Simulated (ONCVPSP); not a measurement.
**F (Z = 9): one change to an ONCV potential, before and after**

* Element: F
* Generator: ONCVPSP 4.0.1
* Type: optimised norm-conserving Vanderbilt (ONCV)
* Functional: PBE
* Relativity: scalar-relativistic
* Frozen core: [He]
* Valence charge: 7
* Reference configuration: 2s2 2p2 (charge +3)
* Partial waves: 2s: rc 0.75 bohr, ncon 4, nbas 8, qcut 9.4 1/bohr, 2 projectors, debl 1.9 Ha; 2p: rc 1.45 bohr, ncon 4, nbas 8, qcut 11.4 1/bohr, 2 projectors, debl 2.1 Ha; d scattering state at 0.22 Ha: rc 1.55 bohr, ncon 4, nbas 8, qcut 5.7 1/bohr, 2 projectors, debl 3.9 Ha
* Local potential: polynomial inside 0.65 bohr (lpopt 2, dvloc0 0 Ha)
* Core correction: polynomial model core, fcfact 0.2

In the s channel the program set the typed energies aside and used -3.352, 0.250 Ha. In the p channel the program set the typed energies aside and used -2.674, 0.250 Ha. In the d channel the program set the typed energies aside and used 0.050, 3.950 Ha.

Change: all radii but the core radius scaled by about 1.14 (s 0.86, p 1.66, d 1.76 bohr); local potential polynomial inside 0.74 bohr (lpopt 2, dvloc0 0 Ha). In the s channel the program set the typed energies aside and used -3.352, 0.250 Ha. In the p channel the program set the typed energies aside and used -2.674, 0.050 Ha. In the d channel the program set the typed energies aside and used 0.050, 3.950 Ha.

Cutoffs: the cutoffs (Ha) at which the residual kinetic energy of the hardest occupied pseudo-wave falls to 1 and 0.1 mHa per electron; they do not see the model core or the augmentation charge, which bear on the density cutoff. Errors are all-electron minus pseudo energies relative to the spin-unpolarised reference configuration.

Q: What does the change do?

A: The potential gets softer (87 Ha and 285 Ha → 44 Ha and 201 Ha); of the 4 tests that both files solve, the error grows in 4 and shrinks in 0 by more than 15 % and 0.3 meV (median size 491.2 → 740.1 meV); neither file shows a bound ghost. A larger radius leaves more room for a smooth pseudo-wave, so fewer plane waves are needed. More of the atom is replaced by a form fitted at one configuration, so other configurations suffer.

```tsv
quantity	base	changed
cutoff, loose	87 Ha	44 Ha
cutoff, tight	285 Ha	201 Ha
loose cutoff by channel	s 87 Ha, p 41 Ha	s 44 Ha, p 36 Ha
bound ghosts	none	none
GHOST(+) flags under 300 eV	none	none
error for 2s2 2p5, meV [ΔE -118.41 eV]	+903	+1429
error for 2s2 2p4, meV [ΔE -99.02 eV]	+601	+931
error for 2s2 2p3, meV [ΔE -60.64 eV]	+215	+324
error for 2s2 2p1, meV [ΔE 85.80 eV]	+381	+550
rms error of d²Exc/dni dnj with the model core, mHa	4.76	4.62
```
